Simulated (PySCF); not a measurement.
**Spinor energies of Lu (lutetium, neutral)**

Start: [Xe] 4f14 5d3; 5d5/2 filled at m_j = +1/2, +3/2, +5/2. Calculated with PySCF 2.14 in x2c-SVPall-2c with one added diffuse shell each of s, p, d type (8s11p10d2f1g, 114 functions): generalised Hartree-Fock with the X2C-1e Hamiltonian and a Gaussian nucleus; spin-orbit coupling (SO) screened by Boettger's factors. This is a chosen level, not necessarily the ground level.

| spinor shell | electrons | ε, screened SO (eV) | weight of nominal j (screened SO) | rms radius, screened SO (bohr) |
| --- | --- | --- | --- | --- |
| 1s1/2 | 2 | -63627.6 | 1.000 | 0.0219 |
| 2s1/2 | 2 | -10962.4 | 1.000 | 0.0885 |
| 2p1/2 | 2 | -10444.2 | 1.000 | 0.0754 |
| 2p3/2 | 4 | -9320.6 | 1.000 | 0.0825 |
| 3s1/2 | 2 | -2541.0 | 1.000 | 0.227 |
| 3p1/2 | 2 | -2311.8 | 1.000 | 0.218 |
| 3p3/2 | 4 | -2067.6 | 1.000 | 0.232 |
| 3d3/2 | 4 | -1682.4 | 1.000 | 0.206 |
| 4s1/2 | 2 | -533.81 | 1.000 | 0.509 |
| 4p1/2 | 2 | -439.04 | 1.000 | 0.520 |
| 4p3/2 | 4 | -382.94 | 1.000 | 0.552 |
| 4d3/2 | 4 | -226.53 | 1.000 | 0.584 |
| 4d5/2 | 6 | -216.01 | 1.000 | 0.597 |
| 5s1/2 | 2 | -71.348 | 1.000 | 1.27 |
| 5p1/2 | 2 | -42.396 | 0.988 | 1.43 |
| 5p3/2 | 4 | -35.307 | 0.994 | 1.56 |
| 4f5/2 | 6 | -21.363 | 1.000 | 0.799 |
| 4f7/2 | 8 | -19.812 | 1.000 | 0.813 |
| 5d5/2 | 3 | -3.755 | 0.756 | 3.80 |

(1) Where does 3d5/2 lie, and what is the 3d spin-orbit splitting (screened SO)?

| quantity | screened SO |
| --- | --- |
| E (hartree) | -14565.91808 |
| M_J | 9/2 |
| ⟨J²⟩ | 24.774 |
| ⟨L²⟩ | 12.212 |
| ⟨S²⟩ | 3.840 |

Each row is a mean over spinors that exchange with the open shell spreads, by up to 2.775 eV (5p3/2).

Rows whose weight is well below 1 are mixtures of j = l ± 1/2: exchange outweighs spin-orbit coupling there, and the label is only the starting occupation.

Breit and QED terms are absent; they matter most for the inner s and p1/2 levels.

Densities and radii are taken from the X2C orbitals without a picture-change correction, which distorts them close to the nucleus.

## Answers

(1) At -1629.7 eV, 52.681 eV above 3d3/2.
